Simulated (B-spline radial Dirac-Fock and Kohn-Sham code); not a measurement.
ΔSCF core binding energies without Breit or QED terms, calculated with a radial B-spline solver.

A sound run for the Cu⁶⁺ ion, configuration [Ar] 3d5: The ground state converged in 10 iterations, with total energy -1642.28262 Ha, virial ratio 1.98220 and highest orbital energy -136.57 eV. ΔSCF binding energies: K (1s) 9144.4 eV, L3 (2p3/2) 1085.0 eV. Holes are computed only in closed shells, and unreliable hole states are left out.

A second run, with one unsound setting: The ground state converged in 10 iterations, with total energy -1636.50066 Ha, virial ratio 1.99394 and highest orbital energy -137.21 eV. ΔSCF binding energies: K (1s) 9139.1 eV, L3 (2p3/2) 1094.3 eV. Holes are computed only in closed shells, and unreliable hole states are left out.

```
iter   energy (Ha)        error
   1    -1616.88388549  2.67e+00
   2    -1633.94473805  9.68e-01
   3    -1636.10101452  3.27e-01
   4    -1636.45413984  9.90e-02
   5    -1636.49399571  4.63e-02
   6    -1636.50063759  2.51e-03
   7    -1636.50065689  1.31e-04
   8    -1636.50065691  1.39e-05
   9    -1636.50065691  3.06e-07
  10    -1636.50065691  3.60e-08
```

Problem. Which fault fits the second run best?
A. too few iterations
B. mesh too coarse
C. overfilled shell
D. functional not served

Solution. B. The input had h = 0.9: h is too large to resolve the orbitals.
